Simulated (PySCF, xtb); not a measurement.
CuCl, SMILES [Cl][Cu], multiplicity 1.

GFN2-xTB run with xtb 6.7.1 at its own geometry gives an orbital gap of 4.89 eV and a dipole moment of 6.78 D.

Coordinates come from a PBE0-D3(BJ)/def2-TZVPD optimisation. The multiplicity is an assumed one; other spin states were not compared.

Task: What does M06-2X/def2-TZVPD (PySCF) give? (An estimate is asked for; the answer gives what the named calculation found.)

Result: gap 6.48 eV (levels -8.96 and -2.48 eV), dipole 5.55 D.
